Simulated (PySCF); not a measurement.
Species: C8H7FS.
Structure used (PBE0-D3(BJ)/def2-SVP), in Å, numbered top down from 1:
```xyz
17
C8H7FS angstrom
C      3.3185    0.4533   -1.2253
C      2.0595    0.3232   -0.7754
C      1.6712   -0.6410    0.2320
C      0.4453   -0.8647    0.7630
C     -0.8383   -0.2449    0.5169
C     -2.0081   -0.5945    1.1667
C     -3.1147    0.1718    0.7340
F     -4.3331   -0.0021    1.2286
C     -2.8156    1.0970   -0.2293
S     -1.1457    1.0341   -0.6202
H      4.1262   -0.1782   -0.8419
H      3.5796    1.1914   -1.9867
H      1.2919    0.9808   -1.1939
H      2.4838   -1.2698    0.6113
H      0.3825   -1.6518    1.5210
H     -2.0711   -1.3740    1.9261
H     -3.4925    1.7959   -0.7157
```

Computed with PySCF at CAM-B3LYP/def2-SVPD, non-relativistic, on one gas-phase PBE0-D3(BJ)/def2-SVP geometry that isn't relaxed in the solvent. The solvent is an IEF-PCM continuum (Bondi radii, 1.10 Å for H, scaled by 1.2), and excitations are vertical TDDFT with non-equilibrium linear response and a frozen core. The model holds no explicit solvent molecules, cavitation or dispersion.

| run | E − E(gas) (kJ/mol) | HOMO (eV) | HOMO–LUMO gap (eV) | dipole (D) | lowest singlet (eV) | static polarisability (au) |
| --- | --- | --- | --- | --- | --- | --- |
| gas | 0.00 | -7.31 | 6.40 | 1.36 | 4.10 | 129.0 |
| P | -12.45 | -7.24 | 6.41 | 1.56 | 3.94 | 167.9 |
| Q | -17.48 | -7.24 | 6.41 | 1.62 | 3.98 | 185.9 |

The runs were made in chloroform and methanol. Which run belongs to which solvent?

P = chloroform, Q = methanol. The dielectric constants are 4.711 (chloroform), 32.61 (methanol), and the energy falls further as ε rises. The optical constants n² used for the excitations are 2.09, 1.77 in the same order. In this model the ground state sees the solvent through ε alone.

How constant is the ratio of the lowering to (ε − 1)/(2ε + 1)?

```json
{"solvent": "chloroform", "(ε − 1)/(2ε + 1)": "0.356", "E − E(gas) (kJ/mol)": "-12.45", "ratio (kJ/mol)": "-35.0", "polarisation term (kJ/mol)": "-13.52"}
{"solvent": "methanol", "(ε − 1)/(2ε + 1)": "0.477", "E − E(gas) (kJ/mol)": "-17.48", "ratio (kJ/mol)": "-36.6", "polarisation term (kJ/mol)": "-19.64"}
```

The ratio changes by +4.8 % in size from chloroform to methanol. The polarisation term is half the interaction of the solute with the induced surface charges.
